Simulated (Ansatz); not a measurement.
Cost and result up the ladder for the cluster Pb₂Se₃ (5 atoms). The state is a singlet with charge 0. Geometry: PBE-D4/def2-SVP.

```xyz
5

Pb    0.8643    0.2882    0.2991
Pb   -2.4392   -0.8135   -0.8456
Se    3.0775    1.0283    1.0709
Se   -0.9586    1.4328   -1.2851
Se   -0.5441   -1.9358    0.7607
```

Ansatz on 4 threads of Arm Neoverse V1 on a shared host. Times are rough, and most runs start from the orbitals of an earlier one. r2SCAN0-D4/def2-TZVP serves as the yardstick here, not as an exact answer. Differences are given only for rows in sets of like size (and for xTB, whose basis is part of the method), since another set adds its own error. Binding counts from free atoms at the same level (Pb triplet, Se triplet; other spins of the atoms weren't run), without zero-point energy or a counterpoise term.

In the def2 sets Pb takes a core potential; there is no spin–orbit coupling. Correlated methods freeze 35 core orbitals; core or outer-core shells of Pb, Se are correlated, in sets that lack core-valence functions. The rows differ in basis, and correlated rows in double-zeta sets carry the largest basis error. Another isomer (singlet) lies 1.58 eV lower at PBE0-D4/def2-TZVP; other spin states weren't run for this one.

Correlated methods converge slowly with the basis, most of all in double-zeta sets.

```csv
level,functions,wall time,binding energy per atom (eV),difference from r2SCAN0-D4/def2-TZVP (eV)
PBE-D4/def2-SVP,148,1.9 s,2.61,–
revPBE-D4/def2-TZVP,244,3.7 s,2.48,0.16
PBE0-D4/def2-SVP,148,3.9 s,2.40,–
PBE-D4/def2-TZVP (with forces),244,4.8 s,2.64,0.32
r2SCAN-D4/def2-TZVP,244,8.5 s,2.48,0.17
MP2/def2-TZVP,244,12 s,2.41,0.09
PBE0-D4/def2-TZVP,244,12 s,2.45,0.13
r2SCAN0-D4/def2-TZVP,244,15 s,2.32,0.00
B97M-V/def2-TZVP,244,15 s,2.50,0.18
CCSD(T)/def2-SVP,148,56 s,2.04,–
```
